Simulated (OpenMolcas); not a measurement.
Cr3+ with 6 ligands (fluoride) in tetragonal octahedral coordination (D4h) at 1.93 Å, the axial distance 1.891 Å. A charge of +0.5 e stands 2.8 Å behind each ligand. Ligand basis ANO-RCC-VDZP.
```
Cr    0.0000    0.0000    0.0000
F     1.9300    0.0000    0.0000
F     0.0000    1.9300    0.0000
F    -1.9300    0.0000    0.0000
F     0.0000   -1.9300    0.0000
F     0.0000    0.0000    1.8914
F     0.0000    0.0000   -1.8914
```

| Property | Result |
| --- | --- |
| Program | OpenMolcas |
| Method | SS-CASPT2, IPEA 0.25 Eh, imaginary shift 0.1 Eh (closed shells correlated: 3s 3p and the ligand valence shells) |
| Basis | ANO-RCC-VDZP [5s4p2d1f] |
| Scalar Hamiltonian | DKH2, point nucleus |
| Active space | 3 electrons in 5 orbitals (3d) |
| State averaging | 2S+1 = 4 even, 10 roots; 2S+1 = 2 even, 40 roots |
| Spin-orbit coupling | state interaction with AMFI integrals over the reference wave functions |

What is the spin-free ground state (labels of D4, the rotations of D4h)?

4B1, 1-fold in its orbital part; it has the highest spin that d3 allows.

Where is the first state of the same spin?

4B2 at 15200 cm-1 above the ground state.

What are the lowest two levels with spin-orbit coupling?

A 2-fold level E1/2 with g = 0.00, 0.00, 5.88, then a 2-fold level E3/2 0 cm-1 above it. Their leading multiplicities are 4 (100 %) and 4 (100 %).

What is χT at 300 K, and how does it compare with the textbook value?

The lowest level has 2S+1 = 4, for which the spin-only value is χT = S(S+1) / 2 = 1.875 cm3 K/mol (g = 2). The computed 1.833 at 300 K differs by -0.042, through orbital momentum, spin-orbit coupling and any other state in reach.

Over all roots computed the reference weight is 0.71 to 0.72; a low but even weight reflects the number of correlated electrons. Ligand-to-metal charge-transfer states are missing. With no ligand orbital active B as a rule stays too high, so bands that hang on it stand too high and its fall with covalency is understated. With one d shell and no ligand orbital active, 10Dq can be off by a tenth or more. No measured value stands beside these numbers; the geometry was imposed, not optimised, and the real ion may take another.
